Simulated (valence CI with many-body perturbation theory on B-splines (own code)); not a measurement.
**Pr52+: key properties**

Method: valence CI with perturbative core correlation (CI+MBPT): five valence electrons over a frozen Dirac-Fock core [He], a basis of 9 s, 9 p, 8 d, 6 f, 3 g, 1 h functions for each j, with the one-electron correlation potential Σ1 (screened to all orders), the two-electron term Σ2, the three-electron term Σ3, Breit, model QED; selected single and double excitations, second order for the rest, scaled by the run's own slope (own B-spline code, finite nucleus).

The last digits are not significant, and no measured levels were compared; by estimate large intervals hold to a few tenths of a per cent, small ones and those within an open d or f shell to about a per cent. Among the levels kept, up to 4000 cm⁻¹ of a level comes from second order outside the variational space, and about a tenth of that is noise between levels of different J, which matters for small intervals.

Levels are named by their leading jj configuration (3d3/2^4 stands for four electrons in 3d with j = 3/2), which in mixed levels can hold well under half, so a name can repeat and another be missing.

Rates and lifetimes use the calculated energies. Strong lines usually hold to 10 to 20 %, long lifetimes can be off by a factor of two.

(1) What is the ground level?

(2) Name the longest-lived excited levels whose lifetime is computed, and their main decay.

(3) Where does the other parity begin?

(4) Among levels below 6490.0 eV, which E1 lines absorb most strongly from the ground level?

(5) What is the ionisation energy?

(6) How well does LS coupling describe the low levels?

(7) What are the static dipole polarisabilities of the lowest levels?

Answers

(1) (2s^2 2p1/2^2 2p3/2) J=3/2, composition 47 % 2s²2p³ ²P° + 27 % 2s²2p³ ²D° + 26 % 2s²2p³ ⁴S°, g = 1.343.

(2) (2s^2 2p1/2 2p3/2^2) J=5/2 at 506.9 eV lives 5.16 ns, mostly by M1 to (2s^2 2p1/2^2 2p3/2) J=3/2; (2s^2 2p1/2 2p3/2^2) J=1/2 at 542.9 eV lives 1.42 ns, mostly by M1 to (2s^2 2p1/2^2 2p3/2) J=3/2; (2s^2 2p1/2 2p3/2^2) J=3/2 at 485.6 eV lives 883 ps, mostly by M1 to (2s^2 2p1/2^2 2p3/2) J=3/2.

(3) At (2s 2p1/2^2 2p3/2^2) J=5/2, 732.5 eV.

(4) to (2s^2 2p1/2^2 3d5/2) J=5/2 at 0.2112 nm, f = 0.536; to (2s^2 2p1/2 2p3/2 3d3/2) J=5/2 at 0.1954 nm, f = 0.398; to (2s^2 2p1/2 2p3/2 3d3/2) J=3/2 at 0.1954 nm, f = 0.335.

(5) 10176 eV; NIST lists 10175 ± 4 eV (theoretical).

(6) Among the lowest 20 levels the leading LS term, summed over configurations, holds 62 % on average. For single configurations the figures are 62 % in LS and 99 % in jj coupling. Terms mix most in the J = 3/2 level at 5749.6 eV, where the leading one holds 33 %.

(7) (2s^2 2p1/2^2 2p3/2) J=3/2 0.000236 (tensor 4.6e-05) bohr³, of which the core gives 6.21e-07.
